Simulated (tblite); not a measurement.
Compound: C5H10F3OP.
Z-matrix (Å and degrees, GFN2-xTB geometry), rows numbered from 1:
```
C 
O   1  1.4093
C   2  1.4133  1  114.19
C   3  1.5306  2  109.76  1    80.43
P   4  1.8669  3  104.10  2    25.87
C   5  1.8428  4  100.22  3    71.96
C   5  1.8992  4   94.02  3   167.92
F   7  1.3414  5  111.18  4  -173.72
F   7  1.3476  5  115.02  4   -52.96
F   7  1.3437  5  110.92  4    67.48
H   1  1.0878  2  106.24  3   177.17
H   1  1.0956  2  111.85  3   -63.96
H   1  1.0952  2  110.76  3    58.22
H   3  1.0927  2  105.13  1  -161.17
H   3  1.0972  2  110.82  1   -43.99
H   4  1.0918  3  111.92  2   147.24
H   4  1.0931  3  111.70  2   -90.90
H   6  1.0897  5  108.65  4   160.21
H   6  1.0877  5  107.81  4   -82.23
H   6  1.0901  5  111.69  4    39.04
```

All values are computed: GFN2-xTB (tblite) harmonic vibrations without scaling, gas phase. Errors from tens to a few hundred cm⁻¹ against measured bands are possible. One conformer, not necessarily the lowest.

Harmonic wavenumbers (cm⁻¹): 49.1, 55.0, 91.2, 119.7, 148.3, 158.2, 182.4, 197.8, 223.0, 245.6, 279.4, 317.8, 391.2, 417.7, 470.9, 472.6, 522.8, 660.3, 697.5, 755.5, 793.0, 874.6, 885.6, 933.6, 981.0, 1020.4, 1034.1, 1050.0, 1082.2, 1090.5, 1128.6, 1135.9, 1160.9, 1217.5, 1259.0, 1313.8, 1322.5, 1405.4, 1423.0, 1435.0, 1442.8, 1466.5, 1469.8, 1478.6, 2903.7, 2917.9, 2935.4, 2955.8, 2964.6, 2974.3, 2985.5, 3005.5, 3028.9, 3034.1.

A = 2081, B = 662.3, C = 636.6 MHz; mass 174.042 u (most abundant isotopes); point group C1, symmetry number 1.

**Question.** What is the zero-point energy?

**Answer.** Half the sum of the wavenumbers: 32283 cm⁻¹ = 92.30 kcal/mol.

**Question.** What is S at 350 K and 1 bar for an ideal gas of classical rigid rotors and harmonic oscillators?

**Answer.** Translation 42.19, rotation 30.76, vibration 45.34: S = 118.3 cal/(mol K).

**Question.** And Cp and H(350 K) − H(0)?

**Answer.** Cp = 51.02 cal/(mol K), of which vibrations give 43.07 (their classical limit is 54 R = 107.3); H(350 K) − H(0) = 10.92 kcal/mol without the zero-point energy, 8.14 from vibrations.

**Question.** How do the functions run with temperature in this model?

**Answer.** 
```json
{"T (K)": "50", "S (cal/(mol K))": "61.5", "Cp (cal/(mol K))": "15.0", "H − H(0) (kcal/mol)": "0.53", "G − H(0) (kcal/mol)": "-2.54", "ln q(vib)": "0.65"}
{"T (K)": "100", "S (cal/(mol K))": "74.6", "Cp (cal/(mol K))": "23.3", "H − H(0) (kcal/mol)": "1.50", "G − H(0) (kcal/mol)": "-5.96", "ln q(vib)": "2.27"}
{"T (K)": "298.15", "S (cal/(mol K))": "110.6", "Cp (cal/(mol K))": "45.6", "H − H(0) (kcal/mol)": "8.42", "G − H(0) (kcal/mol)": "-24.54", "ln q(vib)": "9.36"}
{"T (K)": "373.15", "S (cal/(mol K))": "121.6", "Cp (cal/(mol K))": "53.3", "H − H(0) (kcal/mol)": "12.13", "G − H(0) (kcal/mol)": "-33.26", "ln q(vib)": "11.88"}
{"T (K)": "500", "S (cal/(mol K))": "138.9", "Cp (cal/(mol K))": "64.5", "H − H(0) (kcal/mol)": "19.63", "G − H(0) (kcal/mol)": "-49.80", "ln q(vib)": "15.98"}
{"T (K)": "750", "S (cal/(mol K))": "168.1", "Cp (cal/(mol K))": "79.7", "H − H(0) (kcal/mol)": "37.81", "G − H(0) (kcal/mol)": "-88.29", "ln q(vib)": "23.48"}
{"T (K)": "1000", "S (cal/(mol K))": "192.5", "Cp (cal/(mol K))": "89.4", "H − H(0) (kcal/mol)": "59.04", "G − H(0) (kcal/mol)": "-133.45", "ln q(vib)": "30.25"}
```

q(vib) and H(0) count from the zero-point level.

**Question.** What must be added to the electronic energy to get the Gibbs energy at 350 K and 1 bar?

**Answer.** ZPE + [H(350 K) − H(0)] − T·S = 92.30 + 10.92 − 41.40 = 61.82 kcal/mol.

**Question.** Which modes carry the vibrational entropy at 350 K?

**Answer.** 49.1 cm⁻¹: 5.17; 55.0 cm⁻¹: 4.95; 91.2 cm⁻¹: 3.95; 119.7 cm⁻¹: 3.42; 148.3 cm⁻¹: 3.00; 158.2 cm⁻¹: 2.88 cal/(mol K); the other 48 give 21.98 together.

**Question.** Blend soft modes into free rotors: weight 1/[1 + (100 cm⁻¹/ν̃)⁴] for the oscillator and the rest for a rotor with moment μB/(μ + B), μ = h/(8π²ν), B = 10⁻⁴⁴ kg m². What vibrational entropy results?

**Answer.** 41.94 cal/(mol K) in place of 45.34, which changes −T·S at 350 K by +1.19 kcal/mol.

Hindered rotation and anharmonicity are outside this model. Other conformers, if any are populated, would add a mixing term that is left out. The structure is chiral; the term R ln 2 for an equal mix with its mirror image is left out.
